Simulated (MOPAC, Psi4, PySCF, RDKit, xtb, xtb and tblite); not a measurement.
Two geometries of SMILES C(CC#N)C(C)C (C6H11N), singlet, relaxed at GFN2-xTB with one dihedral held; other torsions can differ between them too.

Structure A

```
18

C     -0.9470     1.3153     0.0949
C     -0.5999    -0.1665     0.2248
C     -1.7854    -1.0246    -0.2126
C      0.6309    -0.5339    -0.6123
C      1.9101     0.2151    -0.2067
C      2.0959     0.2462     1.2211
N      2.2475     0.2759     2.3539
H     -1.8717     1.5301     0.6250
H     -0.1671     1.9409     0.5222
H     -1.0826     1.5858    -0.9510
H     -0.3817    -0.3821     1.2764
H     -2.0336    -0.8277    -1.2539
H     -2.6591    -0.8032     0.3953
H     -1.5560    -2.0827    -0.1077
H      0.8082    -1.6075    -0.5080
H      0.4305    -0.3304    -1.6666
H      1.8716     1.2508    -0.5573
H      2.7836    -0.2632    -0.6585
```

Structure B

```
18

C      1.0155     1.3459    -0.0282
C      0.6128    -0.1090     0.2026
C      1.7667    -1.0361    -0.1738
C     -0.6331    -0.4698    -0.6139
C     -1.9143     0.2164    -0.0933
C     -2.5036     1.0536    -1.1046
N     -2.9516     1.7132    -1.9241
H      1.8726     1.6053     0.5891
H      0.2046     2.0290     0.2136
H      1.2854     1.4990    -1.0711
H      0.3878    -0.2524     1.2664
H      1.9999    -0.9397    -1.2320
H      2.6572    -0.7847     0.3973
H      1.5121    -2.0741     0.0290
H     -0.7738    -1.5519    -0.5856
H     -0.4637    -0.1915    -1.6568
H     -2.6609    -0.5249     0.2038
H     -1.6965     0.8361     0.7802
```

**Question.** Which is lower in energy at the level PBE0-D3(BJ)/def2-SVP // GFN2-xTB run with Psi4 1.11, and by how much?

**Answer.** A is lower, by 12.46 kJ/mol (dihedral C2–C4–C5–C6: 45° in A, 120° in B).

E(B) − E(A) in kJ/mol at the other levels, on the same two geometries: GFN2-xTB (xtb and tblite) 6.49; MMFF94 // GFN2-xTB (RDKit) 6.94; PBE0/def2-SVP // GFN2-xTB (Psi4) 11.31; PBE/def2-SVP // GFN2-xTB (Psi4) 10.88; PBE-D3(BJ)/def2-SVP // GFN2-xTB (Psi4) 12.16; UFF // GFN2-xTB (RDKit) 7.06; PM7, restricted, heats of formation // GFN2-xTB (MOPAC) 2.13; AM1, restricted, heats of formation // GFN2-xTB (MOPAC) 0.99; GFN1-xTB // GFN2-xTB (xtb) 6.69; restricted B3LYP/6-31G*, spherical d, density fitting // GFN2-xTB (PySCF) 9.87; restricted B3LYP/3-21G // GFN2-xTB (PySCF) 11.01; restricted Hartree-Fock/LANL2DZ // GFN2-xTB (PySCF) 9.06; restricted Hartree-Fock/6-31G*, spherical d, density fitting // GFN2-xTB (PySCF) 9.92.
